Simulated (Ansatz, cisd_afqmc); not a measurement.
System: SiH$_{3}$Cl, charge 0, singlet. SiH3Cl (chlorosilane, SMILES [SiH3]Cl).
B3LYP-D3(BJ)/def2-TZVP minimum from Ansatz (a first-principles code):
```
Si
H 1 1.4758
H 1 1.4758 2 110.45
H 1 1.4758 2 110.45 3 122.47
Cl 1 2.0663 2 108.48 4 118.76
```
Charge 0, spin multiplicity 1.

Total energies in cc-pV(D+d)Z, 14 correlated electrons, 10 frozen orbitals. UHF or UKS for unpaired electrons; spin-orbit terms are left out. Cores are frozen in correlated methods. No relativity. AFQMC is phaseless with a CISD trial state; ± is one standard error, without the phaseless bias. Outlying blocks are dropped, and bars are widened where a walk drifts. Over all cases where full CI ran beside it in this data, AFQMC minus full CI had a median of +0.1 mEh and passed +0.4 mEh in a tenth of the cases.

| method | program | energy (Eh) | minus CCSDT(Q) (mEh) |
|---|---|---|---|
| HF | Ansatz | -750.23143 | 285.94 |
| MP2 | Ansatz | -750.47397 | 43.40 |
| CCSD | Ansatz | -750.51043 | 6.94 |
| CCSD(T) | Ansatz | -750.51620 | 1.17 |
| CCSDT(Q) | Ansatz | -750.51737 | 0.00 |
| AFQMC/CISD | cisd_afqmc | -750.5173 ± 0.0006 | 0.0 ± 0.6 |

Rough core times of Ansatz's runs on a shared machine: CCSD(T) under 20 s, CCSDT(Q) 30 s.
